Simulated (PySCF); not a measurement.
# Excitation energy of Rh by level of theory

Rh [Kr] 4d8 5s1 (4F) → Rh [Kr] 4d7 5s1 6s1 (6F), as a difference of total energies. Computed with PySCF 2.14 in aug-cc-pwCVDZ-PP with ECP28MDF, with a scalar-relativistic core potential. Correlated levels: valence and next inner shell: nothing frozen outside the core potential. The calculations carry no spin-orbit coupling.

| method | excitation energy (cm⁻¹) |
| --- | --- |
| UHF | 42548 |
| MP2 (valence and next inner shell) | 54574 |
| SCS-MP2 (valence and next inner shell) | 54454 |
| CCSD (valence and next inner shell) | 52303 |
| CCSD(T) (valence and next inner shell) | 53298 |

The promoted electron is Rydberg-like, and one or two diffuse shells describe it only roughly, which tends to raise the upper state.
